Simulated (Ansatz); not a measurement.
Gas-phase electronic energies from Ansatz, PBE0-D4/def2-TZVP geometries. CBS: MP2 limit from def2 TZ/QZ plus the TZ coupled-cluster correction, frozen cores. This one scheme is used for every species. def2 core potentials past Kr. For Sn outer-core shells are correlated without core-valence functions, which leaves a few kJ/mol of doubt a bond. Each species was taken in one conformer, which may not be the lowest.

Consider the cleavage of the Al–Si bond: `[CH3][AlH][SiH2][SnH3]` + `C[SiH2]O` → `[CH3][AlH][O][SiH2]C` + `[SiH3][SnH3]`.

```tsv
species	MP2/def2-QZVPP energy (Eh)
`[CH3][AlH][SiH2][SnH3]`	-788.30306
`C[SiH2]O`	-405.88319
`[CH3][AlH][O][SiH2]C`	-687.77919
`[SiH3][SnH3]`	-506.46830
```

Work out ΔE.

ΔE = (-687.77919) + (-506.46830) − (-788.30306) − (-405.88319) = -0.06124 Eh = -1.67 eV. CCSD(T)/CBS gives -1.58 eV.

Largest T1 diagnostic among the species: 0.013.

In def2-TZVPP, CCSD(T) changes the Hartree–Fock value by +0.22 eV (the triples alone add +0.04 eV) and MP2 by +0.15 eV. From PBE to PBE0 (25 % exact exchange), in def2-TZVPP and without D4, ΔE moves by −0.06 eV.
